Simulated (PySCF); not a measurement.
F4H2SSi2, SMILES F[SiH2]S[Si](F)(F)F. Atoms are numbered in the order given.

```xyz
9

Si     1.8004     0.3129     1.0192
F      2.1907    -1.2265     0.6952
S      0.5954     1.1214    -0.5876
Si    -1.1159    -0.0920    -0.3918
F     -2.4423     0.7933    -0.2439
F     -0.9981    -1.0264     0.9110
F     -1.3301    -1.0440    -1.6604
H      1.0858     0.3521     2.3112
H      3.0231     1.1454     0.9887
```
Charge 0, spin multiplicity 1.

Geometry optimised at B3LYP-D3(BJ)/def2-SVP. This is a generated structure with no PubChem entry under its InChIKey; it may be hypothetical. One conformer was computed; it need not be the lowest.

The numbers are results of TDA-PBE/def2-SVPD in PySCF 2.14.0, not measurements.

Vertical excitations. Gas-phase values at a fixed geometry.

Computed excitation energies, oscillator strengths and character:
```tsv
state	energy (eV)	λ (nm)	f	main pairs
S1	6.18	201	0.019	HOMO→LUMO 98 %
S2	6.39	194	0.014	HOMO→LUMO+1 69 %, HOMO→LUMO+2 29 %
S3	6.49	191	0.018	HOMO→LUMO+2 68 %, HOMO→LUMO+1 27 %
S4	7.24	171	0.018	HOMO−1→LUMO 93 %
S5	7.30	170	0.013	HOMO→LUMO+3 87 %
S6	7.47	166	0.000	HOMO−1→LUMO+1 61 %, HOMO→LUMO+4 36 %
S7	7.55	164	0.010	HOMO→LUMO+4 33 %, HOMO−1→LUMO+2 31 %, HOMO−1→LUMO+1 17 %, HOMO−2→LUMO 14 %
S8	7.67	162	0.027	HOMO−2→LUMO 53 %, HOMO−1→LUMO+1 18 %, HOMO→LUMO+4 14 %, HOMO−1→LUMO+2 9 %
S9	7.80	159	0.055	HOMO−2→LUMO+1 49 %, HOMO−1→LUMO+2 16 %, HOMO−2→LUMO+2 13 %, HOMO−2→LUMO 11 %
S10	7.90	157	0.008	HOMO−2→LUMO+1 45 %, HOMO−2→LUMO+2 32 %, HOMO−1→LUMO+2 10 %
T1	5.74	216	0	HOMO→LUMO 99 %
T2	6.05	205	0	HOMO→LUMO+1 90 %
T3	6.10	203	0	HOMO→LUMO+2 90 %
T4	6.88	180	0	HOMO−1→LUMO 82 %
```
Triplets are in the Tamm–Dancoff approximation.
